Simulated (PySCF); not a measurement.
A side-by-side comparison of computed properties.

First species: C₄H₆F₄O.
Z-matrix (Å and degrees, GFN2-xTB geometry), rows numbered from 1:
```
O 
C   1  1.4057
C   2  1.5345  1  110.50
F   3  1.3753  2  108.03  1   -57.43
C   2  1.5335  1  105.99  3   121.99
C   5  1.5132  2  113.94  1   173.28
F   6  1.3394  5  111.55  2  -166.98
F   6  1.3405  5  112.90  2   -46.90
F   6  1.3445  5  112.84  2    73.52
H   1  0.9657  2  108.54  3    49.40
H   2  1.1028  1  110.07  3  -119.67
H   3  1.0941  2  111.25  1    59.52
H   3  1.0919  2  112.51  1  -175.37
H   5  1.0918  2  107.91  1    53.33
H   5  1.0914  2  109.92  1   -64.62
```

Second species: C3H7NSi.
SMILES: `N#C[C@@H]([SiH3])C`

Levels: PBE0/def2-SVPD for dipole moment, HOMO energy, LUMO energy, HOMO–LUMO gap, static isotropic polarisability and electronic spatial extent ⟨r²⟩ about the centre of nuclear charge; TDDFT PBE0/def2-SVPD for lowest singlet excitation; TDA PBE0/def2-SVPD for lowest triplet excitation (Tamm–Dancoff); GFN2-xTB for rotational constant A and rotational constant C. Geometries: GFN2-xTB. All species are isolated and taken at one optimised geometry, non-relativistic unless stated. Electronic properties by PySCF.

The conformers computed, where there is a choice (atom-mapped SMILES and torsion angles):
- `[OH:1][C@@H:2]([CH2:3][F:4])[CH2:5][C:6]([F:7])([F:8])[F:9]`: O1–C2–C3–F4 -57°, O1–C2–C5–C6 173°, C2–C5–C6–F7 -167°, H–O1–C2–C3 49°

**Question.** Which has the higher HOMO energy?

**Answer.** The first: -8.57 eV against -8.68 eV, a difference of 0.11 eV.

**Question.** Which of the two has the higher S1 energy, and by how much?

**Answer.** The first: 7.57 eV against 7.32 eV, a difference of 0.25 eV.

**Question.** Which of the two has the higher rotational constant A, and by how much?

**Answer.** The second: 5.406 GHz against 2.861 GHz, a difference of 2.545 GHz.

**Question.** Which has the higher static isotropic polarisability?

**Answer.** The second: 66.4 au against 57.2 au, a difference of 9.2 au.

**Question.** Which of the two has the higher ⟨r²⟩, and by how much?

**Answer.** The first: 1338 bohr² against 612 bohr², a difference of 726 bohr².

**Question.** Which of the two has the higher rotational constant C, and by how much?

**Answer.** The second: 2.089 GHz against 0.808 GHz, a difference of 1.281 GHz.

**Question.** Which has the higher HOMO–LUMO gap?

**Answer.** The first: 9.05 eV against 8.61 eV, a difference of 0.44 eV.

**Question.** Which has the higher LUMO energy?

**Answer.** The first: 0.48 eV against -0.07 eV, a difference of 0.55 eV.

On the first: The 6 singlets span 7.57 to 9.39 eV, and their oscillator strengths add up to 0.12. No computed singlet falls in the visible range (750 to 380 nm, 1.65 to 3.26 eV); S1 lies 4.31 eV above its blue end.

On the second: No computed singlet falls in the visible range (750 to 380 nm, 1.65 to 3.26 eV); S1 lies 4.06 eV above its blue end. The dipole equals about 13.7 × 10⁻³⁰ C·m (1 D = 3.33564 × 10⁻³⁰ C·m).
